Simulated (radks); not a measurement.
Problem. These are the eigenvalues of the occupied orbitals of an atom or ion with whole-number occupations (hartree). All-electron calculation, scalar-relativistic Kohn-Sham, exchange-only r2SCAN, spin-polarised, spherical densities, finite nucleus; meta-GGA in the generalised Kohn-Sham scheme; Fermi nuclear charge, rms radius of each element as measured or else 0.836 A^(1/3) + 0.57 fm. Program: a radial shooting solver on a logarithmic mesh with Libxc functionals.

| orbital | eigenvalue |
|---|---|
| 1s up | -2479.052 |
| 1s down | -2479.047 |
| 2s up | -427.4655 |
| 2s down | -427.4523 |
| 2p up | -374.6094 |
| 2p down | -374.5984 |
| 3s up | -98.81048 |
| 3s down | -98.80855 |
| 3p up | -83.00849 |
| 3p down | -83.00539 |
| 3d up | -64.53395 |
| 3d down | -64.52584 |
| 4s up | -20.91790 |
| 4s down | -20.90273 |
| 4p up | -15.70643 |
| 4p down | -15.69164 |
| 4d up | -8.99551 |
| 4d down | -8.97564 |
| 5s up | -3.44672 |
| 5p up | -2.18391 |
| 5p down | -1.99654 |
| 4f up | -1.59197 |
| 4f down | -1.55052 |
| 5d up | -0.74674 |

Which element is it, and in what charge state? The configuration may be excited. Open shells, if any, are filled with parallel spins first.

Solution. Z = 73, tantalum, charge +2: Ta2+ in [Kr] 4d10 4f14 5s1 5p6 5d4. The list shows which subshells hold electrons but not how many an open one holds; the 1s level, -2479.1 hartree, gives Z - s = 70.4 by -(Z - s)^2/2, which with screening and relativity narrows Z to a few neighbours, and the depths of the outer levels then fix element, charge and occupations together.
